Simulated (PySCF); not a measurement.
thiolane (C4H8S), SMILES C1CCSC1. Atoms are numbered in the order given.

```xyz
13

C     -0.2753    -0.7142     1.2841
C      0.2753     0.7142     1.2841
C     -0.1371     1.3404    -0.0500
S      0.0000     0.0000    -1.3171
C      0.1371    -1.3404    -0.0500
H      0.0984    -1.3060     2.1357
H     -1.3756    -0.6863     1.3569
H     -0.0984     1.3060     2.1357
H      1.3756     0.6863     1.3569
H     -1.1776     1.6998    -0.0175
H      0.5086     2.1805    -0.3431
H      1.1776    -1.6998    -0.0175
H     -0.5086    -2.1805    -0.3431
```

Geometry: B3LYP-D3(BJ)/def2-SVP. The values are those of a single conformer.

These are PBE/def2-TZVP in PySCF values and carry that method's errors.

Symmetry labels are those of the subgroup C2 that the program uses (full group C2).

Computed valence orbital energies around the gap with their symmetry:
| orbital | symmetry | energy (eV) |
|---|---|---|
| HOMO−7 | A | -10.51 |
| HOMO−6 | B | -9.45 |
| HOMO−5 | B | -8.77 |
| HOMO−4 | A | -8.56 |
| HOMO−3 | B | -8.53 |
| HOMO−2 | A | -8.06 |
| HOMO−1 | A | -7.30 |
| HOMO | B | -4.90 |
| LUMO | B | -0.12 |
| LUMO+1 | A | 0.18 |
| LUMO+2 | B | 1.02 |
| LUMO+3 | A | 1.13 |
